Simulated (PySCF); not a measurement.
## NMR data sheet: C4H9FO3Si

```
Formula                               : C4H9FO3Si
SMILES                                : CO[C@@]1(O[SiH2]O)C[C@@H]1F
Point group of the computed structure : C1
Degrees of unsaturation               : 1
Carbon signals                        : 4
Proton signals                        : 7
```

Numbering as in the mapped SMILES `[CH3:1][O:2][C@@:3]1([O:4][SiH2:5][OH:6])[CH2:7][C@@H:8]1[F:9]` (H(Xn): hydrogen on atom n). Ha(C7) is cis to F9 on the ring; Ha(Si5) is pro-R; Hb(Si5) is pro-S; Hb(C7) is trans to F9 on the ring.

PySCF calculation with structure optimised with GFN2-xTB and PBE0/pcSseg-1 with gauge-including orbitals; relativity neglected, rapidly exchanging positions averaged, single conformer, gas phase.

δ = σ(ref) − σ, references computed at the same level: $^{1}$H (σref 31.72), $^{13}$C (σref 186.93), $^{29}$Si (σref 349.16) against TMS; $^{19}$F (σref 170.95) vs CFCl3; $^{17}$O (σref 336.08) against H2O.

| carbon | δC, type | δH (multiplicity) | HMBC from (2–3 bonds) | span of the C tensor (ppm) |
| --- | --- | --- | --- | --- |
| C1 | 53.6, CH3 | 3.60 (s) | – | 80 |
| C3 | 86.6, C | – | Ha(Si5), Hb(Si5), H(C8), H(C1), Hb(C7), Ha(C7) | 81 |
| C7 | 20.8, CH2 | Ha(C7) 1.09 (m); Hb(C7) 1.14 (m) | H(C8) | 53 |
| C8 | 78.2, CH | 4.56 (m) | Hb(C7), Ha(C7) | 123 |

Other nuclei:
```
  atoms    nucleus                          environment  δ (ppm)  σ (ppm)
Ha(Si5)    $^{1}$H  hydrogen on a silicon bonded to 2 O     5.13    26.59
Hb(Si5)    $^{1}$H  hydrogen on a silicon bonded to 2 O     4.87    26.85
  H(O6)    $^{1}$H   hydrogen on an oxygen bonded to Si     1.82    29.89
     F9   $^{19}$F            fluorine on an sp3 carbon   -242.9    413.8
    Si5  $^{29}$Si           silicon bonded to 2 O, 2 H    -27.8    377.0
     O4   $^{17}$O               oxygen bonded to C, Si     76.8    259.3
     O2   $^{17}$O                         ether oxygen     70.9    265.2
     O6   $^{17}$O               oxygen bonded to Si, H     35.9    300.2
```

1. Carbon types of the structure: 1 × C, 1 × CH, 1 × CH2, 1 × CH3, leaving 3 H on heteroatoms.
2. δC 86.6: sp3 carbon bearing two oxygens; 2 electronegative neighbours deshield it.
3. δC 78.2, 20.8: three-membered-ring carbon.
4. δC 53.6: methyl carbon bonded to O; pulled downfield by the heteroatom.
5. δH 4.56, 1.14, 1.09: hydrogen on a three-membered-ring carbon.
6. δH 3.60: hydrogen on a methyl carbon bonded to O; its carbon carries O, an electronegative neighbour.

OH and NH positions are those of a molecule without intermolecular hydrogen bonds; in solution they move with solvent, concentration and temperature, and exchange usually removes their couplings. Splittings by $^{19}$F in the carbon and heteronuclear signals aren't shown, as no couplings were computed. Shifts are as computed. Against solution values, carbons near 30 ppm lie about +3 ppm off and those near 130 ppm about +5 ppm. Of 1309 compounds with measured shifts, 239 miss one by over three times the rms of a fit or turn the order of signals round; such compounds aren't used in these exercises. Unscaled 19F shifts against computed CFCl3 carry errors that often reach 10 to 50 ppm. Experimental scales use liquid or dissolved standards, which lie at an offset from isolated H2O (liquid H2O: subtract about 36 ppm). No couplings were computed; multiplicities are counted from neighbouring protons, with m where these are inequivalent, close in shift, in a saturated or five-membered ring or joined by F or P, and br s for small geminal =CH2 splittings.
